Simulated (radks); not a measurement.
The numbers below are computed, except where a source is named.
Problem. All-electron atom: Pt4+ in [Xe] 4f14 5d6 (the NIST ground configuration). Level of theory: scalar-relativistic Kohn-Sham, PBE, spin-unpolarised, spherical densities, point nucleus (a radial shooting solver on a logarithmic mesh with Libxc functionals). Some entries of the table are withheld. Estimate them.

orbital,occ.,eigenvalue (eV),<1/r> (bohr^-1),r(max) (bohr)
1s,2,-78491.03,94.02,0.01061
2s,2,-13831.28,22.03,0.06121
2p,6,(1),19.66,0.05059
3s,2,(2),8.165,0.1726
3p,6,-2752.786,(3),0.1717
3d,10,-2172.641,7.031,0.1398
4s,2,(4),3.493,0.3898
4p,6,-571.4518,3.157,0.4100
4d,10,-358.3415,2.826,0.4181
5s,2,-152.5670,1.427,0.8673
4f,14,-121.5172,2.392,0.3849
5p,6,-106.0270,1.220,0.9729
5d,6,-52.7290,0.9042,1.207

Solution. 
(1) 2p eigenvalue (eV): -11991.89
(2) 3s eigenvalue (eV): -3288.338
(3) 3p <1/r> (bohr^-1): 7.465
(4) 4s eigenvalue (eV): -747.0513
